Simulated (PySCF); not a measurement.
Al(F)(OMe)(SH) (CH₄AlFOS), SMILES C[O][Al]([SH])[F]. Atoms are numbered in the order given.

```xyz
9

Al    -0.2831     0.0802     0.0000
F     -1.9582     0.0074     0.0000
O      0.6833    -1.3099     0.0000
C      0.5555    -2.7070     0.0000
H      1.0515    -3.1419     0.8965
H     -0.5044    -3.0498     0.0000
H      1.0515    -3.1419    -0.8965
S      0.7118     2.0169     0.0000
H     -0.4826     2.6757     0.0000
```
Charge 0, spin multiplicity 1.

Coordinates come from a PBE-D3(BJ)/def2-SVP optimisation. The structure was generated by enumeration; whether it is a known compound was not checked. Other conformers were not sampled.

Calculation: PySCF with PBE0/def2-TZVP.

Atomic charges (e):

```csv
atom,Löwdin,Mulliken
Al1,-0.28,0.66
F2,-0.04,-0.35
O3,0.07,-0.32
C4,-0.36,-0.21
H5,0.11,0.12
H6,0.11,0.12
H7,0.11,0.12
S8,0.20,-0.32
H9,0.09,0.18
```
